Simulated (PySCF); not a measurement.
# Excitation energy of Si by level of theory

Si [Ne] 3s2 3p2 (3P) → Si [Ne] 3s1 3p2 4s1 (5P), as a difference of total energies. All numbers are calculated (PySCF 2.14, the non-relativistic Hamiltonian (point nucleus), in aug-cc-pV(T+d)Z (6s5p4d2f, 55 functions)). Correlated levels: valence: [Ne] frozen. The calculations carry no spin-orbit coupling.

| method | excitation energy (cm⁻¹) |
| --- | --- |
| UHF | 69385 |
| LDA | 81770 |
| PBE | 81192 |
| PBE0 | 80669 |
| r2SCAN | 78854 |
| PW91 | 81338 |
| M06-L | 83346 |
| wB97M-V | 82678 |
| LC-wPBE | 81541 |
| MP2 (valence) | 78315 |
| SCS-MP2 (valence) | 81253 |

The upper state lies above the first ionisation limit, but in LS coupling its spin forbids autoionisation to the ground ion. A Rydberg-like electron needs more diffuse functions than a valence basis has.

The promoted electron is Rydberg-like, and one or two diffuse shells describe it only roughly, which tends to raise the upper state.
